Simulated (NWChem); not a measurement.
All runs are NWChem calculations. System: ClSi (+1), charge 1, spin multiplicity 1, at a geometry optimised with PBE/def2-SVP. The structure started from a generated list of species. Level: CCSD(T)/def2-TZVP, 10 core orbitals frozen.

NWChem printed:

```
             Northwest Computational Chemistry Package (NWChem) 7.3.0
             --------------------------------------------------------

                                NWChem Input Module
                                -------------------

 Scaling coordinates for geometry "geometry" by  1.889725989
 (inverse scale =  0.529177249)

 Turning off AUTOSYM since
 SYMMETRY directive was detected!

                             Geometry "geometry" -> ""
                             -------------------------

 Output coordinates in angstroms (scale by  1.889725989 to convert to a.u.)

  No.       Tag          Charge          X              Y              Z
 ---- ---------------- ---------- -------------- -------------- --------------
    1 Si                  14.0000     0.00000000     0.00000000     1.09341700
    2 Cl                  17.0000     0.00000000     0.00000000    -0.90046100

 Effective nuclear repulsion energy (a.u.)      63.1654420491

            Nuclear Dipole moment (a.u.)
            ----------------------------
        X                 Y               Z
 ---------------- ---------------- ----------------
     0.0000000000     0.0000000000     0.0000018897

      Symmetry information
      --------------------

 Group name             C2v
 Group number             16
 Group order               4
 No. of unique centers     2

      Symmetry unique atoms

     1    2


 Summary of "ao basis" -> "" (spherical)
 ------------------------------------------------------------------------------
       Tag                 Description            Shells   Functions and Types
 ---------------- ------------------------------  ------  ---------------------
 *                         def2-tzvp                  on all atoms

 Summary of "ao basis" -> "ao basis" (spherical)
 ------------------------------------------------------------------------------
       Tag                 Description            Shells   Functions and Types
 ---------------- ------------------------------  ------  ---------------------
 Si                        def2-tzvp                13       37   5s5p2d1f
 Cl                        def2-tzvp                13       37   5s5p2d1f

                                 NWChem SCF Module
                                 -----------------

  ao basis        = "ao basis"
  functions       =    74
  atoms           =     2
  closed shells   =    15
  open shells     =     0
  charge          =   1.00
  wavefunction    = RHF
  use symmetry    = T
  symmetry adapt  = T

 Summary of "ao basis" -> "ao basis" (spherical)
 ------------------------------------------------------------------------------
       Tag                 Description            Shells   Functions and Types
 ---------------- ------------------------------  ------  ---------------------
 Si                        def2-tzvp                13       37   5s5p2d1f
 Cl                        def2-tzvp                13       37   5s5p2d1f

      Symmetry analysis of basis
      --------------------------

        a1         32
        a2          6
        b1         18
        b2         18

 Forming initial guess at       0.1s

      Superposition of Atomic Density Guess
      -------------------------------------

 Sum of atomic energies:        -748.31309910

 Renormalizing density from      31.00 to     30

      Non-variational initial energy
      ------------------------------

 Total energy =    -733.225317
 1-e energy   =   -1123.854579
 2-e energy   =     327.463820
 HOMO         =      -0.719033
 LUMO         =      -0.374843

      Symmetry analysis of molecular orbitals - initial
      -------------------------------------------------

 !! scf_movecs_sym_adapt:   48 vectors were symmetry contaminated

  Symmetry fudging

 !! scf_movecs_sym_adapt:   38 vectors were symmetry contaminated

  Numbering of irreducible representations:

     1 a1          2 a2          3 b1          4 b2

  Orbital symmetries:

     1 a1          2 a1          3 a1          4 a1          5 b1
     6 b2          7 a1          8 a1          9 b2         10 b1
    11 a1         12 a1         13 b1         14 b2         15 a1
    16 b1         17 b2         18 a1         19 a1         20 b2
[...]
 Spin Component Scaled (SCS) CCSD
 --------------------------------
 Same spin contribution:                 -0.056032444962604
 Same spin scaling factor:                1.130000000000000
 Opposite spin contribution:             -0.224735018072238
 Opposite spin scaling fact.:             1.270000000000000
 SCS-CCSD correlation energy:            -0.348730135759485
 Total SCS-CCSD energy:                -748.530657486525797
 memory            104847636

*********triples calculation*********

nkpass=    1; nvpass=    1; memdrv=         102955; memtrn=        2290093; memavail=      104847324
 memory available/node                      104847324
 total number of virtual orbitals        59
 number of virtuals per integral pass    59
 number of integral evaluations           1
 number of occupied per triples pass      5
 number of triples passes                 1

 commencing integral evaluation        1 at          64.36
  symmetry use  T
task         2 out of       351 done   0%  at       0.0 secs
task        18 out of       351 done   5%  at       0.4 secs
task        36 out of       351 done  10%  at       0.7 secs
task        53 out of       351 done  15%  at       1.0 secs
task        71 out of       351 done  20%  at       1.3 secs
task        88 out of       351 done  25%  at       1.5 secs
task       106 out of       351 done  30%  at       1.6 secs
task       123 out of       351 done  35%  at       1.7 secs
task       142 out of       351 done  40%  at       1.8 secs
task       158 out of       351 done  45%  at       1.9 secs
task       176 out of       351 done  50%  at       2.1 secs
task       194 out of       351 done  55%  at       2.3 secs
task       211 out of       351 done  60%  at       2.4 secs
task       229 out of       351 done  65%  at       2.5 secs
task       246 out of       351 done  70%  at       2.6 secs
task       264 out of       351 done  75%  at       2.7 secs
task       281 out of       351 done  80%  at       2.9 secs
task       299 out of       351 done  85%  at       3.0 secs
task       316 out of       351 done  90%  at       3.2 secs
task       334 out of       351 done  95%  at       3.3 secs
task       351 out of       351 done 100%  at       3.4 secs
 commencing triples evaluation - blocking       1
 ccsd(t): done        1 out of       59 progress:    1.7%
 ccsd(t): done        2 out of       59 progress:    3.4%
 ccsd(t): done        3 out of       59 progress:    5.1%
 ccsd(t): done        4 out of       59 progress:    6.8%
 ccsd(t): done        5 out of       59 progress:    8.5%
 ccsd(t): done        6 out of       59 progress:   10.2%
 ccsd(t): done        7 out of       59 progress:   11.9%
 ccsd(t): done        8 out of       59 progress:   13.6%
 ccsd(t): done        9 out of       59 progress:   15.3%
 ccsd(t): done       10 out of       59 progress:   16.9%
 ccsd(t): done       11 out of       59 progress:   18.6%
 ccsd(t): done       12 out of       59 progress:   20.3%
 ccsd(t): done       13 out of       59 progress:   22.0%
 ccsd(t): done       14 out of       59 progress:   23.7%
 ccsd(t): done       15 out of       59 progress:   25.4%
 ccsd(t): done       16 out of       59 progress:   27.1%
 ccsd(t): done       17 out of       59 progress:   28.8%
 ccsd(t): done       18 out of       59 progress:   30.5%
 ccsd(t): done       19 out of       59 progress:   32.2%
 ccsd(t): done       20 out of       59 progress:   33.9%
 ccsd(t): done       21 out of       59 progress:   35.6%
 ccsd(t): done       22 out of       59 progress:   37.3%
 ccsd(t): done       23 out of       59 progress:   39.0%
 ccsd(t): done       24 out of       59 progress:   40.7%
 ccsd(t): done       25 out of       59 progress:   42.4%
 ccsd(t): done       26 out of       59 progress:   44.1%
 ccsd(t): done       27 out of       59 progress:   45.8%
 ccsd(t): done       28 out of       59 progress:   47.5%
 ccsd(t): done       29 out of       59 progress:   49.2%
 ccsd(t): done       30 out of       59 progress:   50.8%
 ccsd(t): done       31 out of       59 progress:   52.5%
 ccsd(t): done       32 out of       59 progress:   54.2%
 ccsd(t): done       33 out of       59 progress:   55.9%
 ccsd(t): done       34 out of       59 progress:   57.6%
 ccsd(t): done       35 out of       59 progress:   59.3%
 ccsd(t): done       36 out of       59 progress:   61.0%
 ccsd(t): done       37 out of       59 progress:   62.7%
 ccsd(t): done       38 out of       59 progress:   64.4%
 ccsd(t): done       39 out of       59 progress:   66.1%
 ccsd(t): done       40 out of       59 progress:   67.8%
 ccsd(t): done       41 out of       59 progress:   69.5%
 ccsd(t): done       42 out of       59 progress:   71.2%
 ccsd(t): done       43 out of       59 progress:   72.9%
 ccsd(t): done       44 out of       59 progress:   74.6%
 ccsd(t): done       45 out of       59 progress:   76.3%
 ccsd(t): done       46 out of       59 progress:   78.0%
 ccsd(t): done       47 out of       59 progress:   79.7%
 ccsd(t): done       48 out of       59 progress:   81.4%
 ccsd(t): done       49 out of       59 progress:   83.1%
 ccsd(t): done       50 out of       59 progress:   84.7%
 ccsd(t): done       51 out of       59 progress:   86.4%
 ccsd(t): done       52 out of       59 progress:   88.1%
 ccsd(t): done       53 out of       59 progress:   89.8%
 ccsd(t): done       54 out of       59 progress:   91.5%
 ccsd(t): done       55 out of       59 progress:   93.2%
 ccsd(t): done       56 out of       59 progress:   94.9%
 ccsd(t): done       57 out of       59 progress:   96.6%
 ccsd(t): done       58 out of       59 progress:   98.3%
 ccsd(t): done       59 out of       59 progress:  100.0%
 Time for integral evaluation pass     1        3.50
 Time for triples evaluation pass      1        0.78

 pseudo-e(mp4)  -0.14155888335572E-01
 pseudo-e(mp5)   0.45698829556497E-03
        e(t)    -0.13698900040007E-01

 --------------
 CCSD(T) Energy
 --------------
 Reference energy:                    -748.181927350766273

 CCSD corr. energy:                     -0.280767463034842
 T(CCSD) corr. energy:                  -0.014155888335572
 Total CCSD+T(CCSD) energy:           -748.476850702136744

 CCSD corr. energy:                     -0.280767463034842
 (T) corr. energy:                      -0.013698900040007
 Total CCSD(T) energy:                -748.476393713841162

 routine      calls  cpu(0)   cpu-min  cpu-ave  cpu-max   i/o
 aoccsd          1     0.01     0.01     0.01     0.01    0.00
 iterdrv         1     0.02     0.02     0.02     0.02    0.00
 pampt          13     0.06     0.06     0.06     0.06    0.00
 t2pm           13     0.11     0.11     0.11     0.11    0.00
 sxy            13     0.42     0.42     0.42     0.42    0.00
 ints      1572077    53.66    53.66    53.66    53.66    0.00
 t2eri        4563     6.50     6.50     6.50     6.50    0.00
 idx2         4563     0.59     0.59     0.59     0.59    0.00
 idx34          13     0.03     0.03     0.03     0.03    0.00
 ht2pm          13     0.14     0.14     0.14     0.14    0.00
 itm            13     0.47     0.47     0.47     0.47    0.00
 pdiis          13     0.03     0.03     0.03     0.03    0.00
 triples         1     0.00     0.00     0.00     0.00    0.00
 rdtrpo          1     0.00     0.00     0.00     0.00    0.00
 trpmos          1     3.50     3.50     3.50     3.50    0.00
 trpdrv          1     0.15     0.15     0.15     0.15    0.00
 dovvv        8850     0.34     0.34     0.34     0.34    0.00
 doooo        8850     0.06     0.06     0.06     0.06    0.00
 tengy        7375     0.23     0.23     0.23     0.23    0.00
 Total                66.32    66.32    66.32    66.32    0.00

 Task  times  cpu:       69.8s     wall:       69.8s

 Total times  cpu:       69.9s     wall:       69.9s
```

Question: Write an NWChem input that would produce this output.

Answer: Several could match; the one computed here: 
```
start mol
memory heap 100 mb stack 700 mb global 1900 mb
charge 1
geometry units angstroms nocenter noautoz
  Si     0.000000     0.000000     1.093417
  Cl     0.000000     0.000000    -0.900461
  symmetry group C2v
end
basis spherical
  * library def2-tzvp
end
scf
  rhf
  nopen 0
  maxiter 100
  thresh 1e-7
  semidirect memsize 60000000 filesize 0
end
ccsd
  freeze core 10
  maxiter 60
end
task ccsd(t) energy
```
